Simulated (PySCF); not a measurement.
Radial density of Zn⁺ (zinc, charge +1)

UHF, [Ar] 3d10 4s1, 2S determinant. Computed with PySCF 2.14 in x2c-TZVPall (6s5p4d1f, 48 functions), with scalar relativity by spin-free X2C-1e.

```tsv
r (bohr)	4πr²ρ (e/bohr)	4πr²(ρα − ρβ)
0.000823	0.2382	0.0001
0.00138	0.5954	0.0002
0.00233	1.477	0.0006
0.00392	3.548	0.0013
0.00659	8.015	0.0030
0.0111	16.35	0.0059
0.0186	28.13	0.0092
0.0313	36.47	0.0087
0.0527	32.67	0.0005
0.0887	30.25	0.0025
0.149	41.76	0.0197
0.251	28.42	-0.0275
0.422	20.76	-0.0165
0.710	22.16	-0.0402
1.19	6.792	0.1458
2.01	1.228	0.5030
3.38	0.2394	0.2131
5.68	0.01073	0.0107
9.56	3.501e-05	0.0000
```

Densities and radii are taken from the X2C orbitals without a picture-change correction, which distorts them close to the nucleus.

(1) Where is the radial spin density 4πr²(ρα − ρβ) most negative, and why is it negative at all?

Results:

(1) Around r = 0.710 bohr, down to -0.0402 e/bohr: exchange with the open shell polarises the paired shells in an unrestricted calculation.
